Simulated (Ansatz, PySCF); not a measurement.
This triplet lies 0.46 eV above the relaxed singlet at the level frozen-core CCSD(T)/cc-pVTZ // PBE0-D3(BJ)/def2-TZVP (Ansatz, a quantum-chemistry and plane-wave program); other levels give the other order.

Z-matrix (Å, degrees):
```
Si
H 1 1.4821
H 1 1.4906 2 109.51
H 1 1.4934 2 109.21 3 117.94
C 1 1.8339 2 106.28 4 121.70
O 5 1.3251 1 134.28 2 178.84
H 6 0.9664 5 111.52 1 114.32
```
Charge 0, spin multiplicity 3.

**Question.** What dipole moment, highest occupied spin orbital and total energy does PBE0-D3(BJ)/def2-TZVP in PySCF give?

**Answer.** 
The dipole moment is 1.74 D and the highest occupied spin orbital is -5.94 eV. The total energy is -11017.89 eV.
